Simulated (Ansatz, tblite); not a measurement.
Spin states of GeO₂ (the lowest singlet isomer of a short search), each relaxed with PBE0-D4/def2-TZVP in Ansatz. Electronic energies in the gas phase.

The xTB rows come from tblite. LC-ωPBE has ω = 0.4 bohr⁻¹. HSE06 is defined as in plane-wave codes, on full-range PBE exchange. Correlated methods freeze 11 core orbitals; core or outer-core shells of Ge are correlated, in sets that lack core-valence functions. In CCSD on the charge 0 triplet the largest single amplitude is 0.32, so its Hartree–Fock determinant may place the open shell otherwise than the density functionals do. The structure comes from a short search, and lower isomers may exist.

Singlet geometry (D∞h within 0.1 Å):

```xyz
3

Ge   -0.001    0.000    0.000
O     0.426   -0.096   -1.553
O    -0.425    0.096    1.553
```

Triplet geometry (C2v within 0.1 Å):

```xyz
3

Ge   -0.230   -0.304    0.624
O     0.865    1.024    0.390
O    -0.635   -0.720   -1.014
```

Quintet geometry (C2v within 0.1 Å):

Cartesian coordinates in Å:
```
Ge -0.214 0.237 0.553
O 1.437 -0.639 0.461
O -1.224 0.402 -1.014
```

⟨S²⟩: triplet 2.02 at PBE0-D4/def2-TZVP (pure 2.00), quintet 6.01 at PBE0-D4/def2-TZVP (pure 6.00).

Run but left out: HF/STO-3G, HF/def2-TZVP, HF/def2-TZVPP, MP2/def2-TZVP, MP2/def2-TZVPP (triplet: a determinant that CCSD turns far, T1 0.052).

Only these spin states were relaxed.

```tsv
level	triplet − singlet (kJ/mol)	quintet − singlet (kJ/mol)	lowest of these	remarks
GFN1-xTB	349.0	1019.0	singlet	–
GFN2-xTB	272.0	961.5	singlet	–
PBE-D4/def2-TZVP	161.5	554.2	singlet	–
BLYP-D4/def2-TZVP	145.5	540.6	singlet	–
r2SCAN-D4/def2-TZVP	150.8	509.5	singlet	–
PBE0-D4/def2-TZVP	157.0	504.2	singlet	–
r2SCAN0-D4/def2-TZVP	133.5	460.6	singlet	–
HSE06-D4/def2-TZVP	157.8	505.1	singlet	–
LC-ωPBE/def2-TZVP	179.6	512.1	singlet	–
ωB97M-V/def2-TZVP	168.4	526.6	singlet	–
RPA@PBE/def2-TZVP	151.5	516.4	singlet	–
CCSD/def2-TZVPP	166.7	507.9	singlet	large T1 (0.024) (singlet), large T1 (0.052) (triplet)
CCSD(T)/def2-TZVPP	193.6	549.5	singlet	large T1 (0.024) (singlet), large T1 (0.052) (triplet)
```

Change of the quintet − singlet gap on mixing in exact exchange, in kJ/mol: PBE to PBE0 (25 % exact exchange) -50.0; r2SCAN to r2SCAN0 (25 % exact exchange) -49.0.

The xTB methods have no term that favours high spin, so they put low spin too low.
